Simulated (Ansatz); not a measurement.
Results of the Gaussian-basis code of Ansatz.

H5O2Si2, SMILES `O[SiH2]O[SiH2]` radical at its PBE0-D4/def2-TZVP geometry, where that method's forces vanish. The species carries charge 0 and has multiplicity 2.

```csv
atom,x (Å),y (Å),z (Å)
O1,-1.837,0.230,0.730
Si2,-0.472,-0.661,0.893
O3,0.668,-0.257,-0.205
Si4,1.535,0.956,-0.885
H5,-2.408,0.056,-0.019
H6,-0.747,-2.103,0.684
H7,0.022,-0.368,2.255
H8,2.598,0.340,-1.727
H9,0.641,1.807,-1.726
```

**Question.** For each bond, give half the difference of the two atoms' forces along it (eV/Å; positive pushes the atoms apart) under PBE-D4, r2SCAN-D4, B3LYP-D4, ωB97M-V in def2-TZVPP. (Estimate.)

**Answer.** The calculation gave: 
| bond | length (Å) | PBE-D4 | r2SCAN-D4 | B3LYP-D4 | ωB97M-V |
| --- | --- | --- | --- | --- | --- |
| O1–Si2 | 1.638 | 0.25 | 0.04 | 0.16 | 0.15 |
| O1–H5 | 0.958 | 0.33 | 0.02 | -0.02 | -0.06 |
| Si2–O3 | 1.634 | 0.18 | 0.03 | 0.07 | 0.08 |
| Si2–H6 | 1.482 | -0.03 | -0.04 | -0.14 | -0.18 |
| Si2–H7 | 1.478 | 0.00 | -0.04 | -0.13 | -0.18 |
| O3–Si4 | 1.639 | 0.25 | 0.05 | 0.12 | 0.15 |
| Si4–H8 | 1.490 | 0.07 | -0.03 | -0.08 | -0.13 |
| Si4–H9 | 1.493 | 0.06 | -0.02 | -0.07 | -0.12 |

B3LYP here is the variant with VWN-RPA as its local correlation; programs differ in this.
